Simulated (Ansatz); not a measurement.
Geometry optimisation, RKS B3LYP-D4/def2-SVP in Ansatz.

Input file:

```yaml
crystal:
  periodic: [false, false, false]
  atoms:
    - { symbol: C, position_ang: [-0.26716, 1.2933, 0.00633] }
    - { symbol: C, position_ang: [0.12947, 0.07661, -0.31041] }
    - { symbol: Si, position_ang: [0.28175, -1.60182, 0.17233] }
    - { symbol: Cl, position_ang: [0.16513, -3.0979, 1.36287] }
    - { symbol: H, position_ang: [-0.70942, 1.62845, 0.93583] }
    - { symbol: H, position_ang: [-0.13704, 2.06023, -0.74968] }
total_charge: 1
basis:
  gaussian: { orbitals: def2-SVP }
hamiltonian:
  xc: b3lyp
  dispersion: d4
relax:
  f_tol: 0.015
  max_steps: 40
```

Command:

```bash
$ ansatz run input.yaml --threads 1 --pin off --max-ram 2048MiB --backend cpu --events-out ev --progress --plain --runs-dir out
```

Where does it end, and by what steps?

The forces met the threshold. After 16 steps the energy has fallen by 1.915 eV; C2 moved furthest, 0.68 Å.

| step | energy less start (eV) | largest force component (eV/Å) | accepted |
| --- | --- | --- | --- |
| 0 | 0.0000 | 5.005 | yes |
| 1 | -0.5377 | 1.911 | yes |
| 2 | -0.7692 | 2.496 | yes |
| 3 | -0.9406 | 0.408 | yes |
| 4 | -0.9761 | 0.748 | yes |
| 5 | -1.2145 | 2.145 | yes |
| 6 | -1.4879 | 2.572 | yes |
| 7 | -1.7740 | 1.688 | yes |
| 8 | -1.7550 | 1.818 | no |
| 9 | -1.8555 | 0.689 | yes |
| 10 | -1.8940 | 0.432 | yes |
| 11 | -1.8989 | 0.623 | yes |
| 12 | -1.8856 | 0.198 | no |
| 13 | -1.9114 | 0.351 | yes |
| 14 | -1.9138 | 0.167 | yes |
| 15 | -1.9139 | 0.096 | yes |
| 16 | -1.9147 | 0.014 | yes |

```xyz
6
Properties=species:S:1:pos:R:3
C -0.297 1.283 0.068
C -0.120 0.019 0.315
Si 0.525 -1.632 -0.178
Cl 0.133 -3.007 1.247
H -0.825 1.906 0.816
H 0.046 1.789 -0.851
```

Time of the run: 44 s on 1 thread of Arm Neoverse V1, with other jobs on the host, peak memory 0.14 GiB.
